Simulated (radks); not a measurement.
Values are calculated unless marked as measured or tabulated.
Species: Sr16+. Configuration: [Ar] 3d4. Code: a radial shooting solver on a logarithmic mesh with Libxc functionals. Model: scalar-relativistic Kohn-Sham, RPBE, spin-polarised, spherical densities, point nucleus; open shells are filled with parallel spins first (spin-orbit coupling, left out, can overturn this in heavy ions).

Radial electron density D(r) = 4 pi r^2 rho(r):

```
   r/bohr * D(r) (the largest magnitude, 57.1, reaches the edge; | marks zero)
 0.005056 |        *
 0.006479 |            *
 0.008303 |                  *
  0.01056 |                        *
  0.01353 |                                *
  0.01733 |                                      *
  0.02204 |                                           *
  0.02824 |                                             *
  0.03618 |                                           *
    0.046 |                                       *
  0.05895 |                                      *
  0.07494 |                                          *
  0.09603 |                                                  *
   0.1231 |                                                      *
   0.1564 |                                               *
   0.2005 |                                 *
   0.2569 |                         *
   0.3266 |                            *
   0.4185 |                             *
   0.5363 |                    *
   0.6817 |        *
   0.8736 | *
    1.111 *
    1.423 *
    1.824 *
```

D(r) has 3 maxima, at r = 0.0276, 0.119, 0.386 bohr, and minima at 0.0557, 0.263 bohr, inside which lie 2.04, 10.88 electrons.
